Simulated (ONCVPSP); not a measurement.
# Before and after: ONCV potential for Ir (Z = 77)

```
Element                 : iridium
Generator               : ONCVPSP 4.0.1
Type                    : optimised norm-conserving Vanderbilt (ONCV)
Functional              : PBE
Relativity              : scalar-relativistic
Frozen core             : [Xe] 4f14
Valence charge          : 9
Reference configuration : 5d7 6s1.5 6p0.5
Partial waves           : 6s: rc 2.10 bohr, ncon 5, nbas 9, qcut 3.5 1/bohr, 1 projector; 6p: rc 2.75 bohr, ncon 4, nbas 8, qcut 2.4 1/bohr, 2 projectors, debl 0.5 Ha; 5d: rc 1.65 bohr, ncon 4, nbas 8, qcut 6.5 1/bohr, 2 projectors, debl 2.5 Ha
Local potential         : polynomial inside 1.55 bohr (lpopt 1, dvloc0 0 Ha)
Core correction         : polynomial model core, fcfact 0.65
```

Change: local potential polynomial inside 1.25 bohr (lpopt 5, dvloc0 0 Ha).

Cutoffs: the cutoffs (Ha) at which the residual kinetic energy of the hardest occupied pseudo-wave falls to 1 and 0.1 mHa per electron; they do not see the model core or the augmentation charge, which bear on the density cutoff. Errors are all-electron minus pseudo energies relative to the spin-unpolarised reference configuration.

Problem. What does the change do?

Solution. The potential gets neither clearly harder nor softer (25 Ha and 49 Ha → 25 Ha and 49 Ha); the bound ghosts move from s to p, s; the lowest positive-energy flag moves from p at 26.6 eV to none; the number of tests with a reliable result goes from 4 to 3; the errors of the 3 common tests hardly move; the range in which the s phases agree narrows (upper end 1.6 → 0.4). In the separable form a ghost depends on how the local part lies against the semilocal potential of the channel, so the choice of the local part can create or remove one.

| quantity | base | changed |
| --- | --- | --- |
| cutoff, loose | 25 Ha | 25 Ha |
| cutoff, tight | 49 Ha | 49 Ha |
| bound ghosts | s | s, p |
| GHOST(+) flags under 300 eV | p at 26.6 eV | none |
| tests with a reliable result | 4 of 4 | 3 of 4 |
| error for 5d7 6s2 6p0, meV [ΔE -2.60 eV] | +0.1 | +0.2 |
| error for 5d7 6s1 6p0, meV [ΔE 7.28 eV] | -8.1 | -7.6 |
| error for 5d7 6s0 6p0, meV [ΔE 24.74 eV] | -44 | -44 |
| s: phases at 2.13 bohr within 0.05 rad from the reference energy up to (Ha; the scan ends near 5) | 1.6 | 0.4 |
| p: phases at 2.79 bohr within 0.05 rad from the reference energy up to (Ha; the scan ends near 5) | 0.9 | n/a |
| d: phases at 1.68 bohr within 0.05 rad from the reference energy up to (Ha; the scan ends near 5) | to the end of the scan | to the end of the scan |
| rms error of d²Exc/dni dnj with the model core, mHa | 0.33 | 0.33 |

 A true bound ghost makes a file unfit for plane-wave use even where its test errors are small: the radial tests pick states by their node count and pass the ghost by.
